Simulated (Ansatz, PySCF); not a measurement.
C₄H₉O, SMILES [CH2]C(C)(C)O, multiplicity 2. Atoms are numbered in the order given.

```xyz
14

C      0.5997     1.1614     0.8005
C     -0.0016     0.0440     0.0077
C     -1.1932    -0.5694     0.7446
C      1.0484    -1.0252    -0.2959
O     -0.4133     0.5248    -1.2650
H      1.2661     1.8636     0.2918
H      0.5401     1.1870     1.8914
H     -0.8918    -0.9967     1.7133
H     -1.6415    -1.3652     0.1323
H     -1.9640     0.1938     0.9387
H      0.6016    -1.8103    -0.9256
H      1.8888    -0.5798    -0.8471
H      1.4296    -1.4818     0.6285
H     -1.0148     1.2614    -1.1084
```
Charge 0, spin multiplicity 2.

Geometry optimised at PBE0-D3(BJ)/def2-SVP. The isomer is the one that the SMILES or the coordinates give; other isomers of the formula were not compared. Other conformers were not sampled.

Two levels are set side by side: PBE-D3(BJ)/def2-SVP (Ansatz, a quantum-chemistry and plane-wave program) and PBE0-D3(BJ)/def2-SVP (Ansatz). Each level has its own optimised geometry; the coordinates shown are those of the second. Frequencies come from the Hessian of PySCF at each geometry. Differences are taken from unrounded values.

| quantity | PBE0-D3(BJ) | PBE-D3(BJ) | PBE-D3(BJ) minus PBE0-D3(BJ) |
|---|---|---|---|
| mean bond length (Å) | 1.210 | 1.219 | 0.009 |
| bond C1–C2 (Å) | 1.496 | 1.499 | 0.003 |
| bond C2–C3 (Å) | 1.529 | 1.537 | 0.008 |
| bond C2–C4 (Å) | 1.529 | 1.537 | 0.008 |
| bond C2–O5 (Å) | 1.421 | 1.446 | 0.025 |
| bond C1–H6 (Å) | 1.094 | 1.101 | 0.008 |
| bond C1–H7 (Å) | 1.093 | 1.101 | 0.008 |
| bond C3–H8 (Å) | 1.101 | 1.109 | 0.008 |
| bond C3–H9 (Å) | 1.100 | 1.107 | 0.008 |
| bond C3–H10 (Å) | 1.102 | 1.110 | 0.008 |
| bond C4–H11 (Å) | 1.101 | 1.109 | 0.008 |
| bond C4–H12 (Å) | 1.099 | 1.107 | 0.008 |
| bond C4–H13 (Å) | 1.099 | 1.107 | 0.008 |
| bond O5–H14 (Å) | 0.964 | 0.976 | 0.013 |
| highest harmonic wavenumber (cm⁻¹) | 3865 | 3676 | -189 |
| mean harmonic wavenumber (cm⁻¹) | 1479 | 1427 | -52 |
| zero-point energy (kcal/mol) | 76.12 | 73.42 | -2.69 |

GGA bonds tend to be longer and softer than those of functionals with exact exchange. Differences between two approximate levels are no errors against the true value.
